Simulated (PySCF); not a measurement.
A mixed set of molecules.

All values: CAM-B3LYP/def2-SVPD (PySCF) at PBE0-D3(BJ)/def2-SVP geometries, gas phase, one conformer each. Core orbitals are frozen in the response; Δα² is half the sum of the squared differences of the principal polarisabilities. The calculation is non-relativistic, for germanium too.

(1) Rank by HOMO energy, lowest first.
A. `CS(=O)(=O)c1cncnc1`
B. `C=C(C)[SiH2]C#[C][GeH3]`
C. `CO/C(F)=C\F`
D. `C=COC(F)F`
E. `CC(=O)OCC1=NSC=N1`

(2) Rank by mean static polarisability, highest first.
A. `CC(=O)OCc1ncsn1`
B. `C=COC(F)F`
C. `C=C(C)[SiH2]C#[C][GeH3]`
D. `CCCN([SiH3])[SiH3]`

Answers

(1) A (-9.56 eV), E (-9.22 eV), D (-9.03 eV), B (-8.88 eV), C (-8.40 eV).

(2) C (17.70 Å³), D (14.67 Å³), A (13.82 Å³), B (6.54 Å³).

All values together:

```
                 SMILES    formula  μ (D)  HOMO (eV)  LUMO (eV)  α (Å³)  Δα (Å³)  electrons  α per electron (Å³)  ΔSCF removal energy (eV)
C=C(C)[SiH2]C#[C][GeH3]  C5H10GeSi   0.63      -8.88       0.64   17.70     9.29         86                0.206                         –
              F/C=C/OCF    C3H4F2O   1.29      -8.50       1.16    6.54     2.74         48                0.136                      9.57
     CS(=O)(=O)c1cncnc1  C5H6N2O2S   3.94      -9.56      -0.99   13.98     6.49         82                0.170                         –
        CC(=O)OCc1ncsn1  C5H6N2O2S   2.26      -9.22      -0.40   13.82     5.62         82                0.169                         –
              C=COC(F)F    C3H4F2O   2.39      -9.03       1.10    6.54     2.43         48                0.136                     10.09
     CCCN([SiH3])[SiH3]  C3H13NSi2   0.93      -8.29       1.04   14.67     2.79         66                0.222                         –
            CO/C(F)=C\F    C3H4F2O   1.77      -8.40       1.16    6.66     3.29         48                0.139                      9.47
```

Conformers: `[CH2:1]=[C:2]([CH3:3])[SiH2:4][C:5]#[C:6][GeH3:7]` with C1–C2–Si4–C5 1°; `[F:1]/[CH:2]=[CH:3]/[O:4][CH2:5][F:6]` with C2–C3–O4–C5 1°, C3–O4–C5–F6 178°; `[CH3:1][S:2](=[O:3])(=[O:4])[c:5]1[cH:6][n:7][cH:8][n:9][cH:10]1` with C1–S2–C5–C6 91°; `[CH3:1][C:2](=[O:3])[O:4][CH2:5][c:6]1[n:7][cH:8][s:9][n:10]1` with C1–C2–O4–C5 175°, C2–O4–C5–C6 -69°, O4–C5–C6–N7 -16°; `[CH2:1]=[CH:2][O:3][CH:4]([F:5])[F:6]` with C1–C2–O3–C4 16°, C2–O3–C4–F5 166°; `[CH3:1][CH2:2][CH2:3][N:4]([SiH3:5])[SiH3:6]` with C1–C2–C3–N4 180°, C2–C3–N4–Si5 86°; `[CH3:1][O:2]/[C:3]([F:4])=[CH:5]\[F:6]` with C1–O2–C3–F4 55°.

A dash marks a removal energy that wasn't run or isn't settled.

Question: How closely does the mean polarisability follow the number of electrons in this set?

Answer: The correlation coefficient is 0.93; α per electron runs from 0.136 to 0.222 Å³.
